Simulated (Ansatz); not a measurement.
`B[BH][GeH3]` + `BC` → `C[BH][GeH3]` + `BB`  (redistribution)

Gas-phase electronic energies from Ansatz, PBE0-D4/def2-TZVP geometries. CCSD(T)/CBS is the MP2 limit (def2-TZVPP, def2-QZVPP) plus CCSD(T) − MP2 in def2-TZVPP, frozen cores. This one scheme is used for every species. Functionals use def2-TZVPP. For Ge outer-core shells are correlated without core-valence functions, which leaves a few kJ/mol of doubt a bond. Scalar relativity is left out up to krypton.

```json
{"level": "PBE-D4", "ΔE (kJ/mol)": "16.8"}
{"level": "CAM-B3LYP-D4", "ΔE (kJ/mol)": "12.6"}
{"level": "r2SCANh", "ΔE (kJ/mol)": "16.2"}
{"level": "BHLYP", "ΔE (kJ/mol)": "12.8"}
```

**Question.** What does CCSD(T)/CBS give? (Best estimate.)

**Answer.** Ansatz gave: +13.2 kJ/mol. The listed levels differ from it by 3.6, -0.6, 3.0, -0.4 kJ/mol.

**Question.** What do rigid-rotor, harmonic-oscillator terms from PBE0-D4/def2-TZVP frequencies (298.15 K, 1 bar) make of the CCSD(T)/CBS value? (Best estimate.)

**Answer.** The calculation gave: ΔZPE = -1.2 kJ/mol, ΔH = +11.8 kJ/mol, ΔS = -15 J/(mol·K), ΔG = +16.2 kJ/mol.

Largest T1 diagnostic among the species: 0.013.

Leaving LDA and LC-ωPBE aside and taking each functional with its dispersion term where it has one, the values, not all of them listed here, spread over 5.1 kJ/mol, from ωB97X-V to PBE-D4. In def2-TZVPP, CCSD(T) changes the Hartree–Fock value by +4.5 kJ/mol (the triples alone add +1.2 kJ/mol) and MP2 by +5.4 kJ/mol.
